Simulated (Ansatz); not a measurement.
Ansatz results at the PBE0-D4/def2-TZVP geometry: size of the dipole moment (ωB97M-V/def2-TZVPP) 1.88 D; size of the dipole moment (B3LYP/def2-TZVPP) 1.93 D; zero-point energy (PBE0-D4/def2-TZVP) 138.5 kJ/mol.

**Question.** Which molecule gave them?
A. `[CH3][GeH2][S]`•
B. `[NH][SiH](N)F`•
C. `C[S][GeH2]`•
D. `[Cl][Al][Br]`•

**Answer.** A. The others give `C[S][GeH2]`•: 1.41, 1.43, 139.6; `[NH][SiH](N)F`•: 2.48, 2.56, 132.1; `[Cl][Al][Br]`•: 1.60, 1.45, 6.2.

B3LYP here is the variant with VWN-RPA as its local correlation; programs differ in this.
